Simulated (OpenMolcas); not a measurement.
## Bi: from RASSCF to RASPT2

- Program: OpenMolcas
- Basis: ANO-RCC [11s10p9d6f4g]
- Scalar Hamiltonian: DKH2, point nucleus
- Active space: 5 electrons in 9 orbitals (RAS2 6s 6p; RAS3 6d, at most 2 electrons)
- State averaging: 2S+1 = 4 odd, 1 root; 2S+1 = 2 odd, 8 roots; 2S+1 = 4 even, 1 root (0 in the spin-orbit step); 2S+1 = 2 even, 1 root (0 in the spin-orbit step)
- Spin-orbit coupling: RASSI with atomic mean-field integrals over the reference wave functions, term energies averaged over their components

Methods on the same reference wave functions:
A. RASSCF
B. SS-RASPT2, IPEA 0.25 Eh, imaginary shift 0.1 Eh (closed shells correlated: 5d)

Energies in cm-1 above 6s2 6p3 4S* 3/2, the measured ground level; measured values from NIST Handbook of Basic Atomic Spectroscopic Data.

```
                 Level      A      B  Measured
6s2 6p3 4S* 3/2 [66 %]    0.0    0.0       0.0
6s2 6p3 2D* 3/2 [65 %]  11892  10311     11419
       6s2 6p3 2D* 5/2  16246  13996     15438
       6s2 6p3 2P* 1/2  23294  21062     21661
6s2 6p3 2P* 3/2 [67 %]  31733  29723     33165
```

Deviations, from unrounded energies. A percentage is the sum of absolute deviations over the sum of measured energies, with the sign that they share, or ± where signs differ.

```
                        Against measurement  Levels     A     B
             mean absolute deviation (cm-1)       4  1100  1600
other terms of the ground configuration (%)       4  ±5.3  -8.1
```

A lies closest to measurement on these levels. The largest miss of A in the table is 6s2 6p3 2P* 1/2, by +1600 cm-1. The ranking rests on the paired levels alone, and a cruder setting can come out closer through cancelling errors.

From A to B the spin-free energies of the other terms of 6s2 6p3 shown, above 4S*, scale by factors of 0.74 to 0.84.

The lowest spin-free term lies below A's lowest term by 0.478 hartree in B.

Some high roots are left out of the spin-orbit mixing, which shifts the levels that they would mix with. Active for correlation alone: 6d; no level in the range computed is led by a configuration that fills it, so any true level of that kind is missing. Spin-orbit splittings of 6p shells tend to come out small when the coupling is added on scalar orbitals. Measured partners are found by configuration, term and J. A level has none where our copy of the source lacks it or the pairing is in doubt (some pairs that miss far off the trend of their configuration count as doubtful), and it then counts in no deviation. Levels of configurations outside the active space are missing.

A share in square brackets marks a mixed level and gives the weight of the term that names it, the lowest over the columns. * marks odd parity.
